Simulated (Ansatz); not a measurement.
C$_{3}$H$_{7}$AlCl$_{2}$O (`CC(C)[O][Al]([Cl])[Cl]`), 14 atoms. Total charge 0; spin multiplicity 1. All runs use 4 threads of an Arm Neoverse V1 on a shared host. Correlated methods freeze the cores.

(1) Give the basis size and wall time and peak host memory of each of these runs in Ansatz. RKS ωB97M-V/def2-SVP energy; RKS PBE-D4/def2-TZVPP energy and forces; RKS ωB97M-V/def2-QZVPP energy; direct RPA on PBE orbitals/def2-TZVPP energy; RKS PBE0-D4/def2-TZVP frequencies; RKS HSE06 (plane-wave form)-D4/def2-TZVPP energy; RKS PBE0-D4/def2-SVP energy; RHF-MP2/def2-TZVPP energy; RHF-MP2/def2-QZVPP energy; RKS PBE0-D4/def2-QZVPP energy; RKS r2SCANh-D4/def2-TZVPP energy; RKS PBE0-D4/def2-TZVP relaxation (8 steps). (Best estimate.)

Results:

(1) Computed: Other jobs shared the machine, so times are rough.

```
                                    level                   job  functions  wall time  peak host memory (GiB)
                     RKS PBE0-D4/def2-SVP                energy        145      2.8 s                    0.41
                    RKS PBE-D4/def2-TZVPP     energy and forces        348        7 s                    0.67
                     RKS ωB97M-V/def2-SVP                energy        145       11 s                     0.6
                       RHF-MP2/def2-TZVPP                energy        348       12 s                     1.2
RKS HSE06 (plane-wave form)-D4/def2-TZVPP                energy        348       13 s                     1.5
    direct RPA on PBE orbitals/def2-TZVPP                energy        348       16 s                     1.2
                RKS r2SCANh-D4/def2-TZVPP                energy        348       16 s                     1.5
                   RKS PBE0-D4/def2-QZVPP                energy        648       32 s                     3.6
                   RKS ωB97M-V/def2-QZVPP                energy        648       63 s                     4.2
                       RHF-MP2/def2-QZVPP                energy        648       76 s                     6.5
                    RKS PBE0-D4/def2-TZVP  relaxation (8 steps)        277       91 s                     1.1
                    RKS PBE0-D4/def2-TZVP           frequencies        277     10 min                     1.2
```
